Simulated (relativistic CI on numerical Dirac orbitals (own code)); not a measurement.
## One change at a time: Xe XVIII

Base calculation: Dirac-Coulomb-Breit CI, orbitals from a KLI potential per configuration, model QED (radiative potential, 1s self-energy scaled to tabulated hydrogen-like ionisation energies), unscaled Slater integrals.

Configuration list (outside the closed core [Ar] 3d10): 4s²4p⁶4d, 4s²4p⁵4d², 4s²4p⁶4f, 4s4p⁶4d², 4s²4p⁵4d4f, 4s²4p⁶5s, 4s4p⁶4d4f, 4s²4p⁶5p, 4s²4p⁶5d, 4s²4p⁵4d5s, 4s²4p⁶5f, 4s²4p⁵4d5p, 4s²4p⁶6s, 4s²4p⁶5g, 4s²4p⁶6p, 4s²4p⁶6d, 4s4p⁶4d5s, 4s²4p⁵4d5d, 4s4p⁶4f5s, 4p⁶4d³, 4p⁵4d⁴, 4p⁵4d³4f, 4p⁶4d4f², 4p⁵4d²4f², 4p⁶4f³, 4p⁵4d4f³, 4p⁶4f²5s, 4s4p⁶4f², 4s4p⁵4f³. Double excitations out of closed p, d and f shells are left out; levels of such configurations are missing from the list, as are those of other unlisted configurations, and high levels can miss mixing partners. These lack a partner that the ground configuration has and come out too high: 4s²4p⁵4d5s, 4s²4p⁵4d5p, 4s²4p⁵4d5d, 4s²4p⁶5p, 4s²4p⁶5d.

Variants: (1) configuration mixing switched off. Shifts of the energy above 4s²4p⁶4d ²D3/2, in cm⁻¹, for the lowest level and the first level of each name with at least 55 % of one term (blank where a level changes its place among those of its configuration and J or its character, or is not in the variant):

```csv
Level,Base,Δ(1)
4s²4p⁶4d ²D3/2,0,0
4s²4p⁶4d ²D5/2,22711,+26
4s²4p⁵4d² ⁴D°1/2,640054,-12098
4s²4p⁵4d² ⁴D°3/2,644203,-11705
4s²4p⁵4d² ⁴D°5/2,654809,-11218
4s²4p⁵4d² ⁴G°9/2,676774,-8941
4s²4p⁵4d² ⁴G°11/2,683151,-8313
4s²4p⁵4d² ⁴P°5/2,687020,-10458
4s²4p⁵4d² ⁴P°1/2,706597,-11321
4s²4p⁵4d² ²D°5/2,712279,-10861
4s²4p⁵4d² ²F°7/2,714795,-5403
4s²4p⁵4d² ⁴F°9/2,716401,-11011
4s²4p⁵4d² ²H°11/2,719667,-8564
4s²4p⁵4d² ²P°1/2,737805,-12146
4s²4p⁵4d² ²S°1/2,836116,-11517
4s²4p⁶5s ²S1/2,1055739,-2998
4s4p⁶4d² ⁴F3/2,1222749,+27394
4s²4p⁶5p ²P°1/2,1231656,-3214
4s4p⁶4d² ⁴F5/2,1231701,+26556
4s4p⁶4d² ⁴F7/2,1244532,+25812
4s4p⁶4d² ⁴P1/2,1257287,+29678
4s4p⁶4d² ⁴F9/2,1258471,+24881
```

At this charge energies of transitions that change n are usually good to better than 1 %, and those within a shell (Δn = 0) to a few per cent.

Ionisation energy from the two ground configurations alone: base 433.732 eV. The NIST ASD value (theoretical) is 434 eV.

LS names give the leading component of a level, which can be under half, so a name can repeat, a term be missing and a line seem to break the LS rules.
